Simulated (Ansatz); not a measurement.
Input for Ansatz (an electronic-structure program): U-CCSD(T)/cc-pV(D+d)Z on HSi (SMILES [SiH]), 2S+1 = 2, a spin state set in the input, which need not be the lowest. Files ending in .json are basis or fitting sets from the Basis Set Exchange.

Ansatz 0.2 input:
```yaml
crystal:
  periodic: [false, false, false]
  atoms:
    - {symbol: Si, position_ang: [-0.00000000, -0.00000000, -0.10196874]}
    - {symbol: H, position_ang: [0.00000000, 0.00000000, 1.42756238]}
basis:
  gaussian:
    orbitals: cc-pV_D+d_Z.json
magnetization: {spin_polarized: true, initial_magnetization: 1}
correlation: {method: ccsd_t, electrons: outside_noble_gas}
scf: {omitted_lower_state_checks: [cluster_reference]}
```

Program output:

```
WARN ansatz: RAYON_NUM_THREADS=1 ignored (pool sized by the plan → 1); use --threads N
Functional definition: HF
these checks for a lower state are left out or cut short: cluster_reference
integrals: 0.01 GiB planned
302 factors; integrals over basis functions are off by at most 1.3e-3 eV
mean field: 0.05 GiB planned
mean field evaluation 1: about -7875.4739 eV, gradient 5.1e0 eV
mean field evaluation 2: about -7875.4740 eV, gradient 5.1e0 eV
mean field evaluation 4: about -7875.8168 eV, gradient 4.4e-1 eV
mean field evaluation 8: about -7875.8207 eV, gradient 1.7e-4 eV
mean field evaluation 16: about -7875.8207 eV, gradient 1.0e-6 eV
mean field evaluation 32: about -7875.8204 eV, gradient 2.1e-2 eV
mean field -7875.82071289 eV, -289.4310727756 hartree, gradient 6.6e-7 eV, S^2 0.767343; 4 other end points of the search recorded, 0 dependent functions left out
5 core orbitals not correlated
reference -7875.82071289 eV, -289.4310727756 hartree; 3, 2 occupied and 20, 21 virtual orbitals, 302 factors
second order -1.77343897 eV of doubles, -0.00000000 eV of singles
coupled cluster: 0.05 GiB planned
cycle   1  -2.21752141 eV  change   -4.4e-1 eV  update   6.2e-2
cycle   2  -2.43631583 eV  change   -2.2e-1 eV  update   2.8e-2
cycle   3  -2.44871158 eV  change   -1.2e-2 eV  update   7.8e-3
cycle   4  -2.45219599 eV  change   -3.5e-3 eV  update   1.8e-3
cycle   5  -2.45113752 eV  change    1.1e-3 eV  update   5.3e-4
cycle   6  -2.45116270 eV  change   -2.5e-5 eV  update   1.9e-4
cycle   7  -2.45128960 eV  change   -1.3e-4 eV  update   5.1e-5
cycle   8  -2.45123484 eV  change    5.5e-5 eV  update   1.2e-5
cycle   9  -2.45124365 eV  change   -8.8e-6 eV  update   3.8e-6
cycle  10  -2.45124330 eV  change    3.5e-7 eV  update   1.5e-6
perturbative correction -0.04728897 eV, -0.0017378375 hartree
Total energy: -7878.31924516 eV, -289.5228921429 hartree
Checks for a lower state left out: cluster_reference
```

Self-consistency was reached.

Cost: about 0.9 core-seconds (a rough figure).
